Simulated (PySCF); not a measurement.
A run for PySCF: U-TPSSh/def2-TZVPP on Cl2Zr (SMILES [Cl][Zr][Cl]), 2S+1 = 3, a spin state set in the input, which need not be the lowest. Elements past Kr take the def2 small-core potentials; no spin–orbit coupling.

```python
from pyscf import gto, dft

mol = gto.M(
    atom='''
    Zr    0.44208328    0.03387953   -0.08020400
    Cl   -0.49683533    1.63819745   -1.54606222
    Cl    0.02158333   -1.62460538    1.55594659
    ''',
    basis='def2-tzvpp',
    ecp={'Zr': 'def2-tzvpp'},
    charge=0, spin=2, verbose=4, max_memory=1800)
mf = dft.UKS(mol, xc='tpssh').density_fit(auxbasis='def2-universal-jkfit')
mf.grids.level = 4
mf.conv_tol = 1e-9
mf.max_cycle = 150
mf.kernel()
mf.dip_moment()
```

Problem. Predict the final total energy.

Solution. -967.5910 hartree.
